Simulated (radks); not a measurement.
Values are calculated unless marked as measured or tabulated.
Pb V, configuration [Kr] 4d10 4f14 5p6 5d10 5f2 (not the ground configuration). Code: a radial shooting solver on a logarithmic mesh with Libxc functionals. Model: scalar-relativistic Kohn-Sham, SCAN, spin-polarised, spherical densities, finite nucleus; open shells are filled with parallel spins first (spin-orbit coupling, left out, can overturn this in heavy ions); meta-GGA in the generalised Kohn-Sham scheme; Fermi nuclear charge, rms radius 5.5012 fm.

Local quantities along the radius. ELF = 1/(1 + alpha^2) is the electron localisation function; alpha = (tau - tau_W)/tau_unif compares the Pauli kinetic energy density with that of the uniform gas (summed over spins); 4 pi r^2 rho is in e/bohr; r v_xc is r times the local exchange-correlation potential of spin up (hartree bohr, multiplicative part alone); s = |grad rho|/(2 (3 pi^2)^(1/3) rho^(4/3)) is the reduced gradient. tau is taken from the large components.

| r (bohr) | ELF | alpha | 4 pi r^2 rho | r v_xc | s |
|---|---|---|---|---|---|
| 0.001511 | 0.999 | 0.02607 | 22.03 | -0.1968 | 0.7550 |
| 0.001759 | 0.999 | 0.02804 | 26.98 | -0.2162 | 0.7144 |
| 0.002048 | 0.999 | 0.03054 | 32.82 | -0.2377 | 0.6810 |
| 0.002384 | 0.999 | 0.03372 | 39.60 | -0.2617 | 0.6545 |
| 0.002775 | 0.999 | 0.03784 | 47.34 | -0.2880 | 0.6344 |
| 0.00323 | 0.998 | 0.04322 | 56.00 | -0.3168 | 0.6204 |
| 0.003761 | 0.997 | 0.05039 | 65.43 | -0.3478 | 0.6123 |
| 0.004378 | 0.996 | 0.06011 | 75.36 | -0.3810 | 0.6101 |
| 0.005097 | 0.995 | 0.07357 | 85.38 | -0.4162 | 0.6136 |
| 0.005934 | 0.991 | 0.09269 | 94.94 | -0.4533 | 0.6231 |
| 0.006853 | 0.986 | 0.1188 | 102.9 | -0.4902 | 0.6374 |
| 0.007978 | 0.975 | 0.1596 | 109.5 | -0.5318 | 0.6578 |
| 0.009287 | 0.953 | 0.2220 | 113.6 | -0.5793 | 0.6824 |
| 0.01081 | 0.908 | 0.3191 | 114.7 | -0.6403 | 0.7083 |
| 0.01259 | 0.819 | 0.4697 | 112.9 | -0.7267 | 0.7287 |
| 0.01465 | 0.675 | 0.6933 | 108.9 | -0.6287 | 0.7314 |
| 0.01706 | 0.506 | 0.9890 | 104.4 | -0.5332 | 0.6985 |
| 0.01986 | 0.379 | 1.279 | 101.7 | -0.7701 | 0.6155 |
| 0.02312 | 0.334 | 1.412 | 103.0 | -0.6802 | 0.4910 |
| 0.02691 | 0.374 | 1.294 | 110.0 | -0.6499 | 0.3683 |
| 0.03133 | 0.486 | 1.028 | 122.3 | -0.6773 | 0.2943 |
| 0.03618 | 0.616 | 0.7900 | 136.6 | -1.085 | 0.2819 |
| 0.04212 | 0.713 | 0.6351 | 149.7 | -1.042 | 0.3154 |
| 0.04904 | 0.741 | 0.5906 | 155.5 | -1.118 | 0.3750 |
| 0.05709 | 0.693 | 0.6654 | 151.1 | -1.169 | 0.4396 |
| 0.06646 | 0.559 | 0.8888 | 138.9 | -0.4295 | 0.4776 |
| 0.07737 | 0.404 | 1.214 | 126.1 | -1.239 | 0.4414 |
| 0.09007 | 0.351 | 1.359 | 121.7 | -1.097 | 0.3246 |
| 0.1049 | 0.438 | 1.132 | 128.7 | -0.9149 | 0.2229 |
| 0.1221 | 0.602 | 0.8124 | 141.0 | -1.557 | 0.2190 |
| 0.1421 | 0.705 | 0.6475 | 145.4 | -1.553 | 0.2958 |
| 0.1641 | 0.691 | 0.6689 | 133.9 | -1.580 | 0.4002 |
| 0.1911 | 0.526 | 0.9490 | 109.4 | -1.167 | 0.4868 |
| 0.2224 | 0.321 | 1.453 | 87.78 | -1.308 | 0.4331 |
| 0.259 | 0.313 | 1.482 | 82.26 | -1.377 | 0.2354 |
| 0.3015 | 0.507 | 0.9868 | 90.70 | -1.322 | 0.1514 |
| 0.3509 | 0.685 | 0.6779 | 97.98 | -1.847 | 0.2219 |
| 0.4086 | 0.723 | 0.6196 | 90.71 | -1.872 | 0.3519 |
| 0.4756 | 0.638 | 0.7525 | 69.81 | -1.573 | 0.5001 |
| 0.5537 | 0.432 | 1.147 | 46.83 | -1.886 | 0.6099 |
| 0.6446 | 0.273 | 1.633 | 31.68 | -1.290 | 0.5662 |
| 0.7504 | 0.311 | 1.488 | 25.46 | -1.408 | 0.3959 |
| 0.8667 | 0.486 | 1.029 | 23.46 | -1.244 | 0.3440 |
| 1.009 | 0.632 | 0.7631 | 20.94 | -1.581 | 0.4244 |
| 1.175 | 0.631 | 0.7650 | 16.37 | -1.272 | 0.5794 |
| 1.367 | 0.516 | 0.9676 | 10.98 | -1.154 | 0.7770 |
| 1.592 | 0.335 | 1.409 | 6.438 | -1.039 | 1.020 |
| 1.853 | 0.157 | 2.318 | 3.421 | -0.8357 | 1.284 |
| 2.157 | 0.070 | 3.638 | 1.796 | -0.7801 | 1.443 |
| 2.511 | 0.045 | 4.613 | 1.031 | -0.7126 | 1.440 |
| 2.924 | 0.037 | 5.119 | 0.6507 | -0.6552 | 1.496 |
| 3.404 | 0.027 | 5.954 | 0.4040 | -0.6048 | 1.851 |
| 3.931 | 0.016 | 7.759 | 0.2267 | -0.5365 | 2.586 |
| 4.576 | 0.007 | 12.04 | 0.09958 | -0.4394 | 4.036 |
| 5.327 | 0.002 | 22.61 | 0.03315 | -0.3224 | 6.872 |
| 6.202 | 0.000 | 52.93 | 0.007949 | -0.2038 | 12.90 |
| 7.22 | 0.000 | 159.5 | 0.001305 | -0.1065 | 27.14 |
| 8.405 | 0.000 | 642.4 | 0.0001387 | -0.04367 | 65.38 |

On this mesh the ELF has minima near r = 0.023, 0.090, 0.26, 0.64 bohr, which separate the shells, and maxima near 0.049 (0.74), 0.14 (0.70), 0.41 (0.72), 1.0 (0.63).
